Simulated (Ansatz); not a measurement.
Cost and result for the atomization energy of BH8NOSi2, SMILES `BO[SiH](N)[SiH3]` (13 atoms, 12 bonds).

```xyz
13

B    -0.486    2.205    0.329
O     0.540    1.522   -0.205
Si    0.861   -0.119   -0.274
N     0.706   -0.777   -1.838
Si   -0.580   -1.293    1.158
H    -0.497    3.400    0.223
H    -1.374    1.620    0.899
H     2.292   -0.228    0.101
H     1.407   -0.629   -2.546
H    -0.192   -0.986   -2.240
H    -1.955   -1.347    0.588
H    -0.078   -2.687    1.294
H    -0.645   -0.679    2.511
```

Charge 0, multiplicity 1. The geometry is a stationary point of PBE0-D4/def2-TZVP. It is one conformer, not always the lowest. Program: Ansatz. All runs use 4 threads of an Arm Neoverse V1 on a shared host. Times are those of one run each, without the atoms' runs, and a repeat can differ threefold. Electronic energies, without spin–orbit coupling; frozen cores. CCSD(T)/CBS adds CCSD(T) − MP2 in def2-TZVPP to the MP2 limit, and its time is that of the two runs behind it. T1 = 0.013. B3LYP takes the VWN-RPA correlation (the form of Gaussian; ORCA's B3LYP/G).

CCSD(T)/CBS is a level of theory with its own doubt, some kJ/mol a heavy atom from the limit and from the frozen cores, so smaller differences don't rank the functionals.

```json
{"level": "PBE-D4/def2-TZVPP (with forces)", "functions": "289", "wall time": "3.4 s"}
{"level": "PBE0-D4/def2-TZVPP", "functions": "289", "wall time": "4.5 s"}
{"level": "r2SCAN-D4/def2-TZVPP (with forces)", "functions": "289", "wall time": "6.5 s"}
{"level": "B3LYP-D4/def2-TZVPP (with forces)", "functions": "289", "wall time": "6.5 s"}
{"level": "B2PLYP/def2-TZVPP", "functions": "289", "wall time": "8 s"}
{"level": "ωB97X-V/def2-TZVPP", "functions": "289", "wall time": "11 s"}
{"level": "ωB97M-V/def2-TZVPP (with forces)", "functions": "289", "wall time": "17 s"}
{"level": "MP2/def2-QZVPP", "functions": "551", "wall time": "31 s"}
{"level": "CCSD(T)/def2-TZVPP", "functions": "289", "wall time": "4.7 min"}
{"level": "CCSD(T)/CBS(def2)", "functions": "–", "wall time": "5.2 min"}
```

**Question.** What atomization energy does each give, and how far from CCSD(T)/CBS? (Estimate.)

**Answer.** The calculation gave: 
```json
{"level": "PBE-D4/def2-TZVPP (with forces)", "atomization (kcal/mol)": "1077.2", "difference from CCSD(T)/CBS": "2.5", "per bond": "0.2"}
{"level": "PBE0-D4/def2-TZVPP", "atomization (kcal/mol)": "1064.8", "difference from CCSD(T)/CBS": "-9.9", "per bond": "-0.8"}
{"level": "r2SCAN-D4/def2-TZVPP (with forces)", "atomization (kcal/mol)": "1073.7", "difference from CCSD(T)/CBS": "-1.0", "per bond": "-0.1"}
{"level": "B3LYP-D4/def2-TZVPP (with forces)", "atomization (kcal/mol)": "1077.2", "difference from CCSD(T)/CBS": "2.5", "per bond": "0.2"}
{"level": "B2PLYP/def2-TZVPP", "atomization (kcal/mol)": "1063.0", "difference from CCSD(T)/CBS": "-11.7", "per bond": "-1.0"}
{"level": "ωB97X-V/def2-TZVPP", "atomization (kcal/mol)": "1081.4", "difference from CCSD(T)/CBS": "6.7", "per bond": "0.6"}
{"level": "ωB97M-V/def2-TZVPP (with forces)", "atomization (kcal/mol)": "1078.3", "difference from CCSD(T)/CBS": "3.6", "per bond": "0.3"}
{"level": "MP2/def2-QZVPP", "atomization (kcal/mol)": "1071.3", "difference from CCSD(T)/CBS": "-3.4", "per bond": "-0.3"}
{"level": "CCSD(T)/def2-TZVPP", "atomization (kcal/mol)": "1044.9", "difference from CCSD(T)/CBS": "-29.8", "per bond": "-2.5"}
{"level": "CCSD(T)/CBS(def2)", "atomization (kcal/mol)": "1074.7", "difference from CCSD(T)/CBS": "0.0", "per bond": "0.0"}
```

The D4 term adds +11.1 kcal/mol with B3LYP and +5.9 kcal/mol with PBE0; it sums over pairs of atoms, weighted by their polarisabilities, and B3LYP, whose exchange is more repulsive, gets the larger term. From PBE to PBE0 (25 % exact exchange), in def2-TZVPP and without D4, the atomization energy moves by −11.4 kcal/mol: exact exchange takes away binding that semilocal exchange gives to molecules. In def2-TZVPP, CCSD(T) changes the Hartree–Fock value by +247.1 kcal/mol (the triples alone add +12.3 kcal/mol) and MP2 by +255.5 kcal/mol; breaking electron pairs costs correlation energy, which Hartree–Fock lacks.
